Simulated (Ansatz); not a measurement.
Abridged output of a molecular run in Ansatz:

```
Functional definition: HF
1475 factors; integrals over basis functions are off by at most 1.0e-3 eV
mean field evaluation 1: about -72458.1780 eV, gradient 4.8e1 eV
mean field evaluation 2: about -72458.4848 eV, gradient 4.8e1 eV
mean field evaluation 4: about -72462.8782 eV, gradient 3.9e0 eV
mean field evaluation 8: about -72462.9464 eV, gradient 3.2e-1 eV
mean field -72462.94706897 eV, -2662.9641876350 hartree, gradient 7.8e-6 eV, S^2 0.000000; 0 other end points of the search recorded, 0 dependent functions left out
17 core orbitals not correlated: weight in the atoms' cores, before any rotation towards them, 1.000 or more for the frozen orbitals, at most 0.000 for the correlated occupied ones
reference -72462.94706897 eV, -2662.9641876350 hartree; 20, 20 occupied and 202, 202 virtual orbitals, 1475 factors
second order -28.96746300 eV of doubles, -0.00000000 eV of singles
cycle   1  -28.60178989 eV  change    3.7e-1 eV  update   1.3e-1
cycle   2  -29.38076650 eV  change   -7.8e-1 eV  update   3.8e-2
cycle   3  -29.54224025 eV  change   -1.6e-1 eV  update   1.9e-2
cycle   4  -29.52383738 eV  change    1.8e-2 eV  update   4.6e-3
cycle   5  -29.52148422 eV  change    2.4e-3 eV  update   2.3e-3
cycle   6  -29.52300645 eV  change   -1.5e-3 eV  update   7.4e-4
cycle   7  -29.52265603 eV  change    3.5e-4 eV  update   3.1e-4
cycle   8  -29.52252084 eV  change    1.4e-4 eV  update   8.5e-5
cycle   9  -29.52255627 eV  change   -3.5e-5 eV  update   3.2e-5
perturbative correction -1.26314097 eV, -0.0464195743 hartree
Total energy: -72493.73276621 eV, -2664.0955411412 hartree
```

Its atoms:

```xyz
9

O    -0.5232    2.2730    0.1279
Ge    0.3824    0.8211    0.5367
O     0.7104   -0.2474   -0.8716
C     0.0108   -1.3988   -0.4548
S    -0.7531   -0.9566    1.1796
H    -1.3547    2.0737   -0.3121
H     1.6144    1.3427    1.2744
H    -0.7759   -1.6641   -1.1651
H     0.6890   -2.2436   -0.3150
```

Question: Which basis set was used?
A. def2-SVPD
B. def2-SVP
C. def2-TZVPP
D. cc-pV(D+d)Z

Answer: C. It gives 239 functions.

Question: Write the keys of the input that set method, charge and spin (a neutral closed shell needs none for the last two).

Answer: 
```yaml
correlation: {method: ccsd_t}
```
